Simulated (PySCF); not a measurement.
**³³S chemical shifts**

Level of theory: GIAO PBE0/pcSseg-1 shieldings, coordinates at the GFN2-xTB level, in PySCF (averaged over atoms made equivalent by symmetry, fast rotation or ring inversion, a single conformation, gas phase, no relativistic terms).

Shieldings were converted by a linear fit to measured shifts: ³³S (scatter 33.3 ppm rms vs sulfate, solution or neat liquid). A few per cent of atoms miss by over 2 rms, more outside the fitted compound classes.

(1) Give the ³³S shifts of `S=C1SCCS1`, `CS(=O)(=O)c1ccc(N)s1`, `C=NC1=CSCS(=O)(=O)C1`, `CS(=O)(=O)CC(=O)O[SiH3]`.

(2) Match the shifts -16, -65, -155, -595 ppm to `[SiH3]c1cccs1`, `C[C@@H](F)[S@@](C)=O`, `FC(F)=C(F)[PH2]=S`, `FC(F)(F)Sc1ccccc1`.

Answers

(1) 
| compound | environment | δ (ppm) |
| --- | --- | --- |
| [S:1]=[C:2]1[S:3][CH2:4][CH2:5][S:6]1 | S1: thione sulfur | 278 |
| [S:1]=[C:2]1[S:3][CH2:4][CH2:5][S:6]1 | S3/6: sulfide sulfur (×2) | -57 |
| [CH3:1][S:2](=[O:3])(=[O:4])[c:5]1[cH:6][cH:7][c:8]([NH2:9])[s:10]1 | S2: sulfone sulfur | -50 |
| [CH3:1][S:2](=[O:3])(=[O:4])[c:5]1[cH:6][cH:7][c:8]([NH2:9])[s:10]1 | S10: aromatic ring sulfur | -135 |
| [CH2:1]=[N:2][C:3]1=[CH:4][S:5][CH2:6][S:7](=[O:8])(=[O:9])[CH2:10]1 | S7: sulfone sulfur | 14 |
| [CH2:1]=[N:2][C:3]1=[CH:4][S:5][CH2:6][S:7](=[O:8])(=[O:9])[CH2:10]1 | S5: sulfide sulfur | -310 |
| CS(=O)(=O)CC(=O)O[SiH3] | sulfone sulfur | -28 |

(2) -16: C[C@@H](F)[S@@](C)=O (sulfoxide sulfur); -65: [SiH3]c1cccs1 (aromatic ring sulfur); -155: FC(F)(F)Sc1ccccc1 (sulfide sulfur); -595: FC(F)=C(F)[PH2]=S (sulfur bonded to P).
